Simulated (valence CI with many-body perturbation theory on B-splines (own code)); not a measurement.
**Re⁶¹⁺: one-electron terms**

Calculated by relativistic CI+MBPT: four valence electrons over a frozen Dirac-Fock core [Ne], a basis of 11 s, 11 p, 10 d, 8 f, 5 g, 2 h functions for each j, with the one-electron correlation potential Σ1 (screened to all orders), the two-electron term Σ2, the three-electron term Σ3, Breit, model QED; selected single and double excitations, second order for the rest, scaled by the run's own slope (own B-spline code, finite nucleus).

The last digits are not significant, and no measured levels were compared; by estimate large intervals hold to a few tenths of a per cent, small ones and those within an open d or f shell to about a per cent. Among the levels kept, up to 590 cm⁻¹ of a level comes from second order outside the variational space, and about a tenth of that is noise between levels of different J, which matters for small intervals.

These are the spectroscopic orbitals of the CI (the correlating ones are not listed), shaped by the core and the other valence electrons. h is the expectation value of the core's Dirac-Fock operator, without the valence repulsion; Σ1 is computed up to l = 3 at one energy for each symmetry, that of its lowest orbital but kept below the first core excitation, so for empty shells it is not the orbital's own correlation shift; Breit and QED include the response of the core, and the two lowest orbitals of each symmetry also the frequency dependence of Breit exchange, which makes a step in that column.

```
Orbital  h (hartree)  Σ1 (cm⁻¹)  Breit (cm⁻¹)  QED (cm⁻¹)  ⟨r⟩ (bohr)
  3s1/2      -271.07      -7447         49889       42238      0.1815
  4s1/2      -147.32      -2517         19327       16947      0.3366
  5s1/2      -92.292      -1156          9205        8290      0.5413
  6s1/2      -63.173       -632          5146        4669      0.7939
  7s1/2       -45.93       -384          3166        2885       1.095
  8s1/2      -34.888       -251          2086        1906       1.444
  3p1/2      -265.04      -9773         83912        2924      0.1704
  4p1/2      -144.81      -3236         32552        1190      0.3281
  5p1/2      -91.034      -1494         15693         593      0.5344
  6p1/2      -62.456       -819          8815         337      0.7890
  7p1/2      -45.484       -499          5440         210       1.092
  8p1/2      -34.591       -327          3592         139       1.443
  3p3/2      -250.25      -8150         45341        6341      0.1819
  4p3/2      -138.75      -2828         17733        2571      0.3434
  5p3/2      -87.994      -1331          9571        1285      0.5537
  6p3/2      -60.719       -738          5413         733      0.8122
  7p3/2        -44.4       -452          3357         457       1.119
  8p3/2      -33.871       -298          2226         304       1.474
  3d3/2      -243.18     -10269         38215       -1071      0.1554
  4d3/2      -136.05      -2915         13881        -325      0.3198
  5d3/2      -86.664      -1304          6601        -143      0.5324
  6d3/2      -59.967       -709          3682       -75.9      0.7933
  7d3/2      -43.933       -431          2266       -45.4       1.102
  3d5/2      -239.77      -8902         18334         752      0.1589
  4d5/2      -134.58      -2514          6555         414      0.3241
  5d5/2      -85.911      -1127          3213         229      0.5377
  6d5/2      -59.531       -614          1797         137      0.7996
  7d5/2      -43.659       -374          1109        87.7       1.110
  4f5/2      -133.14      -2496          1425        -228      0.2820
  5f5/2      -85.192      -1212           972        -119      0.4972
  6f5/2      -59.122       -683           602       -69.6      0.7606
  7f5/2      -43.405       -423           400       -43.9       1.072
  4f7/2       -132.5      -2344           433         117      0.2841
  5f7/2      -84.866      -1132           293        56.9      0.4997
  6f7/2      -58.933       -636           174        32.4      0.7635
  7f7/2      -43.285       -394           116        20.3       1.076
  5g7/2      -84.726                     33.1       -56.7      0.4391
  6g7/2       -58.85                     32.7       -33.5      0.7033
  7g7/2      -43.232                     25.5       -21.3       1.016
  5g9/2      -84.536                      7.1        43.0      0.4406
  6g9/2       -58.74                      7.0        24.6      0.7050
  7g9/2      -43.163                      5.2        15.4       1.018
  6h9/2      -58.721                                           0.6260
 6h11/2      -58.648                                           0.6272
```

Among the shells of the start configuration 3s2 3p2, Σ1 is largest in size for 3p1/2, where it is 0.017 % of h.

Lowest root of each symmetry, sizes in configuration state functions:

| J | Parity | Roots | Reference | Variational | Second order | Change by selected CI (cm⁻¹) | Change by second order (cm⁻¹) |
| --- | --- | --- | --- | --- | --- | --- | --- |
| 0 | even | 13 | 61 | 21844 | 43449 | -11457 | 0 |
| 1 | even | 18 | 125 | 32000 | 149618 | -9859 | -47 |
| 2 | even | 27 | 164 | 32000 | 232612 | -10696 | -198 |
| 3 | even | 16 | 123 | 31999 | 258276 | -13053 | -198 |
| 4 | even | 12 | 79 | 32000 | 260814 | -12564 | -262 |
| 5 | even | 3 | 28 | 31998 | 69935 | -12278 | -39 |
| 0 | odd | 10 | 50 | 23879 | 41003 | -10026 | -1 |
| 1 | odd | 23 | 134 | 31996 | 149928 | -11420 | -94 |
| 2 | odd | 26 | 164 | 32000 | 232194 | -9377 | -175 |
| 3 | odd | 19 | 138 | 31996 | 268628 | -11758 | -258 |
| 4 | odd | 13 | 86 | 31998 | 260472 | -10277 | -249 |
| 5 | odd | 5 | 39 | 31985 | 164892 | -16915 | -111 |
| 6 | odd | 1 | 12 | 20074 | 79722 | -13728 | -24 |
